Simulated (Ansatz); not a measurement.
# A basis-limit estimate, worked out

An elementary step of AlNH4Cl2O, singlet (AlHCl₂O ([OH][Al]([Cl])[Cl]) + NH₃ → AlNH₂Cl₂ ([NH2][Al]([Cl])[Cl]) + H₂O (still joined by a long Al–O bond); bonds formed: O2–H5; dative contacts that become bonds: Al1–N6; bonds broken: H5–N6; bonds weakened to dative contacts: Al1–O2). “Start” is the structure reached by relaxing down from the saddle towards the reactants; PBE0-D4/def2-TZVP structures. The saddle:

Al1  (-0.414, -0.720, 0.222)
O2  (-1.059, 1.007, -0.132)
Cl3  (-0.827, -1.941, -1.446)
Cl4  (-0.961, -1.390, 2.132)
H5  (0.060, 1.119, -0.199)
N6  (1.190, 0.240, 0.093)
H7  (-1.548, 1.216, -0.932)
H8  (1.731, 0.440, 0.923)
H9  (1.829, 0.029, -0.662)
(Å)

Program: Ansatz 0.2.0. Basis: def2-TZVPP and def2-QZVPP. Cores are frozen in the correlated methods.

Energies in eV:

| quantity | saddle | start |
| --- | --- | --- |
| Hartree–Fock, triple zeta (X = 3) | -35180.68913 | -35182.26726 |
| Hartree–Fock, quadruple zeta (X = 4) | -35181.74987 | -35183.33820 |
| MP2 correlation, X = 3 | -25.55353 | -25.15798 |
| MP2 correlation, X = 4 | -27.81889 | -27.43005 |
| CCSD(T) correlation, X = 3 | -27.75369 | -27.38896 |

Task: Work out the barrier at the basis limit: extrapolate Hartree–Fock as E(X) = E∞ + A exp(−7.88 √X) and the MP2 correlation as E(X) = E∞ + B X^−2.97 (the exponents that Neese and Valeev fitted for def2-TZVPP and QZVPP), then add CCSD(T) − MP2 in triple zeta.

Result: Each step is linear, so take the differences first (saddle − start): Hartree–Fock 1.57813 (X = 3) and 1.58833 (X = 4); MP2 correlation -0.39555 and -0.38884; CCSD(T) correlation -0.36473.
Two points give E∞ = E(4) + w [E(4) − E(3)], with w = 1/(exp(7.88 (2 − √3)) − 1) = 0.1377 for Hartree–Fock and w = 1/((4/3)^2.97 − 1) = 0.7407 for the correlation.
Hartree–Fock: 1.58833 + 0.1377 × 0.01020 = 1.5897 eV.
MP2 correlation: -0.38884 + 0.7407 × 0.00671 = -0.3839 eV.
CCSD(T) − MP2: -0.36473 − (-0.39555) = 0.0308 eV.
Sum: 1.5897 + (-0.3839) + 0.0308 = 1.2366 eV, or 28.52 kcal/mol. Plain CCSD(T) in triple zeta gives 1.2134 eV, so the larger basis shifts the result by 0.0232 eV.

The T1 diagnostic stays at or below 0.010.

Labels in which every atom is bracketed show which atoms are joined, not bond orders.

For scale, one of the runs: CCSD(T)/def2-TZVPP, 244 basis functions, launched by `ansatz run in.yaml --threads 4 --pin off --events-out ev --progress --plain --max-ram 9574MiB`. The run took 97 s on 4 CPU threads of an Arm Neoverse V2 (shared host), with 4.6 GiB of host memory at its peak.
